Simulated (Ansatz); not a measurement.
```yaml
crystal:
  periodic: [false, false, false]
  atoms:
    - {symbol: Mn, position_ang: [0.709098, -0.236068, -1.345190]}
    - {symbol: F, position_ang: [1.376707, -1.269968, -2.592496]}
    - {symbol: F, position_ang: [0.148926, 1.298207, -0.343070]}
    - {symbol: Mn, position_ang: [-0.675591, 0.408024, 1.285726]}
    - {symbol: F, position_ang: [-1.477974, 0.950773, 2.791293]}
    - {symbol: F, position_ang: [-0.081165, -1.150969, 0.203736]}
basis:
  gaussian: {orbitals: def2-SVP, initial_orbitals: start.molden}
magnetization: {spin_polarized: true, initial_magnetization: 8}
hamiltonian: {xc: {name: LC-wPBE, parameters: {omega: 0.1}}}
scf: {omitted_lower_state_checks: [starts]}
output: {orbitals: {seedname: orbitals}}
```

The file start.molden holds the orbitals of an earlier run on this structure, at another level or in another basis.

```sh
$ ansatz run in.yaml --threads 4 --pin off --events-out ev --progress --plain --max-ram 8704MiB
```

It prints (some lines left out):

```
Error: YAML parse error: error: line 13 column 19: hamiltonian.xc: the parameter omega has a unit: it is given as 0.1/bohr or 0.1/angstrom
11 |   gaussian: {orbitals: def2-SVP, initial_orbitals: start.molden}
12 | magnetization: {spin_polarized: true, initial_magnetization: 8}
13 | hamiltonian: {xc: {name: LC-wPBE, parameters: {omega: 0.1}}}
14 | scf: {omitted_lower_state_checks: [starts]}
15 | output: {orbitals: {seedname: orbitals}}
```

(1) Can the result of this run be used?

Answers

(1) No. The input was rejected before any iteration. The range parameter needs its unit, as in omega: 0.1/bohr.
